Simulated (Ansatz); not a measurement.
Molecule: Au$_{2}$, net charge 0, singlet state. 
Structure (B3LYP-D3(BJ)/def2-TZVP (Ansatz, a program for electronic structure) minimum search):
SMILES: [Au][Au]
```xyz
2

Au     0.0000     0.0000    -1.2768
Au     0.0000     0.0000     1.2768
```
Charge 0, spin multiplicity 1.

Basis-set convergence of Hartree-Fock and MP2 correlation energies (hartree) with Ansatz. Valence correlation only, unless marked. Spin-orbit coupling is left out. Frozen are the shells of the preceding noble gas and the d and f shells that filled before the atom's block. Past Kr the def2 sets carry scalar-relativistic core potentials.

```tsv
basis	functions	E(HF)	E(corr, MP2)
def2-SVP	64	-269.59471	-0.55103
def2-TZVPP	112	-269.60657	-0.79055
def2-QZVPP	176	-269.60877	-0.84572
```

Extrapolating the two largest sets (X = 3 and 4) as X^-3: E(corr) = (64·(-0.84572) - 27·(-0.79055))/37 = -0.8860 Eh, an estimate of the basis-set limit. The largest set recovers 95.5 % of it, the smallest 62.2 %.
